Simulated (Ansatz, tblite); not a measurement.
Forces on BeMeCl (CH3BeCl) at its PBE0-D4/def2-TZVP geometry. The state is a singlet with charge 0.

The xTB rows come from tblite.

GFN1-xTB (tblite), largest force 1.08 eV/Å:

```xyz
6
positions Å, forces eV/Å
Be   -0.148   -0.976   -0.236   -0.158   -1.043   -0.252
C     0.096    0.633    0.153    0.064    0.424    0.102
H     1.126    0.818    0.473   -0.241    0.287   -0.009
H    -0.560    0.955    0.967    0.238    0.248   -0.149
H    -0.101    1.288   -0.701    0.108    0.154    0.325
Cl   -0.413   -2.719   -0.656   -0.011   -0.070   -0.017
```

GFN2-xTB (tblite), largest force 1.57 eV/Å:

```
Be -0.229 -1.509 -0.364
C 0.036 0.234 0.057
H -0.321 0.270 -0.034
H 0.289 0.221 -0.213
H 0.123 0.100 0.390
Cl 0.104 0.683 0.165
```

PBE-D4/def2-TZVP (Ansatz), largest force 0.23 eV/Å:

```
Be 0.007 0.047 0.011
C -0.028 -0.184 -0.044
H 0.219 0.046 0.069
H -0.138 0.075 0.174
H -0.041 0.145 -0.179
Cl -0.020 -0.129 -0.031
```
